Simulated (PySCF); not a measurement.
Ca⁺ (calcium, charge +1): UHF calculation

Configuration: [Ar] 4s1, 2S determinant. Computed with PySCF 2.14 in x2c-SVPall (5s3p2d, 24 functions), with the spin-free X2C one-electron Hamiltonian (Gaussian nucleus).

```json
{"Total energy": "-679.330835 hartree", "One-electron energy": "-925.1437 hartree", "Hartree (Coulomb) energy": "281.1393 hartree", "Exchange energy": "-35.3264 hartree", "⟨S²⟩": "0.7502", "⟨L²⟩": "0.000", "Sum of ⟨r⟩": "16.57 bohr", "Sum of ⟨r²⟩": "31.79 bohr²", "Langevin diamagnetic susceptibility": "-25.2 ×10⁻⁶ cm³/mol", "Time after the integrals": "0.05 s of wall time on 1 thread of Neoverse-V1 (shared host)"}
```

```
shell  electrons  mean orbital energy (hartree)  rms radius, mean of both spins (bohr)
 1s α          1                     -150.36047                                 0.0889
 1s β          1                     -150.35790                                 0.0889
 2s α          1                      -17.22140                                  0.393
 2s β          1                      -17.21702                                  0.393
 2p α          3                      -13.89848                                  0.362
 2p β          3                      -13.89695                                  0.362
 3s α          1                       -2.51620                                   1.24
 3s β          1                       -2.50509                                   1.24
 3p α          3                       -1.59200                                   1.38
 3p β          3                       -1.58715                                   1.38
 4s α          1                       -0.41615                                   4.03
```

Densities and radii are taken from the X2C orbitals without a picture-change correction, which distorts them close to the nucleus.
